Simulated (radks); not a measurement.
Values are calculated unless marked as measured or tabulated.
Question: The mean radii <r> (bohr) of the occupied orbitals of an atom or ion are listed with their occupations. Code: a radial shooting solver on a logarithmic mesh with Libxc functionals. Model: scalar-relativistic Kohn-Sham, r2SCAN, spin-polarised, spherical densities, finite nucleus; meta-GGA in the generalised Kohn-Sham scheme; Fermi nuclear charge, rms radius of each element as measured or else 0.836 A^(1/3) + 0.57 fm.

| orbital | occ. | <r> |
|---|---|---|
| 1s up | 1 | 0.02972 |
| 1s down | 1 | 0.02972 |
| 2s down | 1 | 0.1285 |
| 2s up | 1 | 0.1285 |
| 2p up | 3 | 0.1122 |
| 2p down | 3 | 0.1122 |
| 3s up | 1 | 0.3478 |
| 3s down | 1 | 0.3478 |
| 3p up | 3 | 0.3466 |
| 3p down | 3 | 0.3466 |
| 3d up | 5 | 0.3243 |
| 3d down | 5 | 0.3243 |
| 4s up | 1 | 0.8507 |
| 4s down | 1 | 0.8505 |
| 4p up | 3 | 0.9239 |
| 4p down | 3 | 0.9227 |
| 4d up | 5 | 1.168 |
| 4d down | 5 | 1.154 |
| 5s up | 1 | 2.334 |

Name the element and its charge. Open shells, if any, are filled with parallel spins first.

Answer: Z = 49, indium, charge +2: In2+ in [Kr] 4d10 5s1. The 1s radius gives Z: for a bare nucleus <r> = (2 gamma + 1)/(2Z) with gamma = sqrt(1 - (Z/c)^2), 0.02926 bohr for Z = 49, and screening makes it slightly larger (0.02972 here). The occupations add up to 47, and the charge is Z minus that.
